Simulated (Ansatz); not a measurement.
Compare A (`O[SiH2]C#C[SiH2]O`) with its isomer B (`O[Si]1([SiH3])C=CO1`).

Gas-phase electronic energies from Ansatz, PBE0-D4/def2-TZVP geometries. CBS: MP2 limit from def2 TZ/QZ plus the TZ coupled-cluster correction, frozen cores. Functionals use def2-TZVPP. B3LYP here is the variant with VWN-RPA as its local correlation; programs differ in this. One conformer a species, not always the lowest.

Task: Which is lower in electronic energy at CCSD(T)/CBS, and by how much? (Best estimate.)

Result: Ansatz gave: A, by 46.1 kJ/mol.

Task: Give E(B) − E(A) in kJ/mol with B3LYP-D4, HF/def2-TZVPP, CCSD(T)/def2-TZVPP, CCSD/def2-TZVPP, PBE0-D4, B3LYP, r2SCAN-D4. (An estimate is asked.)

Result: The calculation gave: B3LYP-D4 37.7, HF/def2-TZVPP 78.1, CCSD(T)/def2-TZVPP 43.4, CCSD/def2-TZVPP 48.4, PBE0-D4 0.8, B3LYP 45.1, r2SCAN-D4 18.5. None reverses the order clearly.

Largest T1 diagnostic: 0.014.

The D4 term adds −7.4 kJ/mol with B3LYP and −3.9 kJ/mol with PBE0; it sums over pairs of atoms, weighted by their polarisabilities, and B3LYP, whose exchange is more repulsive, gets the larger term. In def2-TZVPP, CCSD(T) changes the Hartree–Fock value by −34.6 kJ/mol (the triples alone add −5.0 kJ/mol) and MP2 by −21.3 kJ/mol.
